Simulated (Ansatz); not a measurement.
`[NH]=[Ta]([NH2])([OH])[OH]`, 10 atoms. The species carries charge 0 and has multiplicity 1. Correlated methods include outer-core shells of Ta, which these sets cover unevenly. Ta takes the def2 core potential. All runs use 4 threads of a server CPU on a shared host. Correlated methods freeze the cores.

How many basis functions does each run have, and how long does it take in Ansatz? RKS ωB97M-V/def2-SVP energy; RKS B2PLYP (frozen core)/def2-TZVPP energy; RKS PBE0-D4/def2-SVP energy; RHF-CCSD(T)/def2-SVP energy; RKS revPBE-D4/def2-TZVPP energy; RKS PBE0-D4/def2-TZVP frequencies; RKS PBE0-D4/def2-QZVPP energy; RKS B3LYP-D4/def2-TZVPP energy and forces; RHF-CCSD(T)/def2-TZVPP energy; RKS B97M-V/def2-TZVPP energy; RHF-MP2/def2-QZVPP energy; RKS PBE0-D4/def2-TZVP relaxation (7 steps). (Best estimate.)

Ansatz gave: Other jobs shared the machine, so times are rough.

```tsv
level	job	functions	wall time	peak host memory (GiB)
RKS PBE0-D4/def2-SVP	energy	113	1.7 s	0.26
RKS revPBE-D4/def2-TZVPP	energy	250	3.2 s	0.31
RKS B3LYP-D4/def2-TZVPP	energy and forces	250	6 s	0.68
RKS ωB97M-V/def2-SVP	energy	113	6 s	0.39
RKS B2PLYP (frozen core)/def2-TZVPP	energy	250	6.5 s	0.66
RKS B97M-V/def2-TZVPP	energy	250	9.5 s	0.44
RKS PBE0-D4/def2-QZVPP	energy	459	12 s	1.4
RHF-CCSD(T)/def2-SVP	energy	113	15 s	0.74
RHF-MP2/def2-QZVPP	energy	459	20 s	2.5
RKS PBE0-D4/def2-TZVP	relaxation (7 steps)	194	36 s	0.5
RKS PBE0-D4/def2-TZVP	frequencies	194	4.9 min	0.5
RHF-CCSD(T)/def2-TZVPP	energy	250	5.3 min	6.4
```

B3LYP here is the variant with VWN-RPA as its local correlation; programs differ in this.
